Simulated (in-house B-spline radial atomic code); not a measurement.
Results of a calculation; reference values are marked as such.
# Tc at several levels of theory

Ground configuration [Kr] 4d5 5s2. All numbers come from an all-electron radial atomic-structure program (B-spline basis), all electrons, at the radial basis limit. Mean-field, RPA, GW and linear-response runs are scalar-relativistic (one-electron X2C), no spin-orbit coupling, without Breit or QED terms, open shells spin-polarised at highest spin.

**Ionisation energy.** The reference is 7.119 eV (NIST, measured).

```json
{"method": "minus the highest r2SCAN level", "value (eV)": "4.34", "minus reference (eV)": "-2.78"}
{"method": "r2SCAN, difference of total energies", "value (eV)": "6.54", "minus reference (eV)": "-0.58"}
{"method": "minus the highest PBE0 level", "value (eV)": "4.83", "minus reference (eV)": "-2.29"}
{"method": "PBE0, difference of total energies", "value (eV)": "6.70", "minus reference (eV)": "-0.42"}
{"method": "G0W0 on PBE0", "value (eV)": "7.13", "minus reference (eV)": "+0.01"}
{"method": "minus the highest B3LYP (VWN-RPA) level", "value (eV)": "4.95", "minus reference (eV)": "-2.17"}
{"method": "B3LYP (VWN-RPA), difference of total energies", "value (eV)": "7.24", "minus reference (eV)": "+0.12"}
{"method": "minus the highest CAM-B3LYP level", "value (eV)": "6.03", "minus reference (eV)": "-1.09"}
{"method": "minus the highest LC-wPBE level", "value (eV)": "6.64", "minus reference (eV)": "-0.48"}
{"method": "minus the highest Hartree-Fock level", "value (eV)": "5.68", "minus reference (eV)": "-1.44"}
{"method": "Hartree-Fock, difference of total energies", "value (eV)": "5.54", "minus reference (eV)": "-1.58"}
{"method": "G0W0 on Hartree-Fock", "value (eV)": "6.87", "minus reference (eV)": "-0.25"}
{"method": "MP2, difference of total energies", "value (eV)": "7.03", "minus reference (eV)": "-0.09"}
```

Q: Which methods come closest, and which lies farthest off?

A: Closest: G0W0 on PBE0 (+0.01 eV) and MP2, difference of total energies (-0.09 eV). Farthest: minus the highest r2SCAN level (-2.78 eV).
